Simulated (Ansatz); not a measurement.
The cluster As₄⁺ (the lowest doublet isomer of a short search) was relaxed with PBE-D4 (def2-SVP) in Ansatz in these states: charge +1 doublet, charge +1 quartet. The geometries follow in no particular order.

A:

```tsv
atom	x (Å)	y (Å)	z (Å)
As1	-0.0593	1.0209	-0.8373
As2	-0.9429	-1.2817	-1.1533
As3	0.9855	-0.8110	0.3435
As4	0.0167	1.0718	1.6471
```

B:

```xyz
4

As    0.489    0.092   -1.454
As    1.207    0.458    0.835
As   -1.158    0.884    0.490
As   -0.538   -1.434    0.130
```

Question: Judge from the bond lengths which geometry belongs to which state (an estimate).

Answer: A is the charge +1 quartet (As2–As4 3.782 Å, As1–As3 2.417 Å, As3–As4 2.487 Å); B is the charge +1 doublet (As2–As4 2.669 Å, As1–As3 2.669 Å, As3–As4 2.427 Å).

At PBE0-D4/def2-TZVP a doublet lies 1.69 eV below the charge +1 quartet. These are the stationary points nearest to one start from a short search; other shapes may lie lower in each state.
